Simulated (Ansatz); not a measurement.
Basis sets compared for MoN(NH2)3 (MoN4H6). The state is a singlet with charge 0. Geometry B3LYP-D4/def2-SVP. Ansatz on 2 threads of Intel Xeon 6975P-C on a shared host; times are rough, and most runs start from earlier orbitals.

```xyz
11

Mo    0.1250    0.2832   -0.1576
N     0.7131    1.6159   -0.8993
N    -1.4941    0.8897    0.7567
N     1.5470   -0.2838    1.0596
N    -0.2208   -0.9864   -1.6046
H    -1.8551    1.8396    0.7455
H    -2.0994    0.2917    1.3164
H     1.4919   -1.0944    1.6738
H     2.4435    0.1808    1.1741
H    -0.5955   -1.9242   -1.4726
H    -0.0556   -0.8121   -2.5920
```

In the def2 sets Mo takes a core potential; there is no spin–orbit coupling. The restricted singlet is unstable towards broken spin symmetry in Hartree–Fock (as tested in another run); at PBE-D4/def2-SVP, PBE-D4/def2-TZVP, PBE0-D4/def2-SVP, PBE0-D4/def2-TZVP this wasn't settled. No other spin state of charge 0 was run.

Binding counts from free atoms (Mo septet, N quartet, H doublet) in the same basis, without a counterpoise term.

| level | functions | energy (Eh) | HOMO (eV) | LUMO (eV) | binding per atom (eV) | wall time |
| --- | --- | --- | --- | --- | --- | --- |
| PBE-D4/def2-SVP | 117 | -290.5400 | -5.38 | -1.32 | 3.91 | 1.4 s |
| PBE0-D4/def2-SVP | 117 | -290.4776 | -6.71 | -0.54 | 3.66 | 1.7 s |

(1) Estimate the rows for PBE-D4/def2-TZVP (with forces), PBE0-D4/def2-TZVP.

## Answers

(1) 
```csv
level,functions,energy (Eh),HOMO (eV),LUMO (eV),binding per atom (eV),wall time
PBE-D4/def2-TZVP (with forces),200,-290.8231,-5.58,-1.58,3.89,2.3 s
PBE0-D4/def2-TZVP,200,-290.7583,-6.87,-0.77,3.64,2.8 s
```
